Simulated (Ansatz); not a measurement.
Born–Oppenheimer molecular dynamics of ClFH₄Sn (7 atoms, charge 0, multiplicity 1). It starts at the highest image of a converged band. Of that band: A vibrational analysis at the climbing image gives 2 clearly imaginary modes (832i, 148i cm⁻¹): a point of higher order, so a lower path passes nearby.

All numbers below come from RHF/def2-SVP in Ansatz.

* ensemble: NVE (velocity Verlet)
* time step: 0.5 fs
* steps asked: 200
* starting velocities drawn for: 300 K
* seed: 10769

First frame:

```xyz
7
Properties=species:S:1:pos:R:3
Sn -0.211 0.000 -0.259
Cl -0.057 0.000 2.761
H 1.437 0.000 0.110
H -0.711 1.445 -0.989
H -0.711 -1.445 -0.989
F -1.939 0.000 0.990
H -1.381 0.000 1.950
```

Task: How far do the bonds stretch over the last three quarters of this one trajectory? (Pairs bonded in most of those frames.)

Result: 
| bond | mean (Å) | spread (Å) | shortest | longest |
| --- | --- | --- | --- | --- |
| Sn1–H3 | 1.699 | 0.032 | 1.64 | 1.75 |
| Sn1–H4 | 1.708 | 0.033 | 1.65 | 1.76 |
| Sn1–H5 | 1.708 | 0.036 | 1.65 | 1.77 |
| Sn1–F6 | 1.931 | 0.048 | 1.87 | 2.01 |
| Cl2–H7 | 1.286 | 0.061 | 1.19 | 1.37 |

Mean temperature of the second half: 1304 K. The conserved energy stayed within 0.28 meV per atom of its start (net change 0.0054 meV per atom), so the integration is sound. The system heated up, since it started high on the potential surface and ran downhill. A run of 0.1 ps of so small a system gives no equilibrium averages. The orbitals stay closed-shell, which can raise the energy where a bond breaks towards radicals; this wasn't checked here.

Run time: 6.3 min on 1 thread of Intel(R) Xeon(R) Platinum 8375C CPU @ 2.90GHz (Ice Lake), with other jobs on the host, peak memory 0.19 GiB.
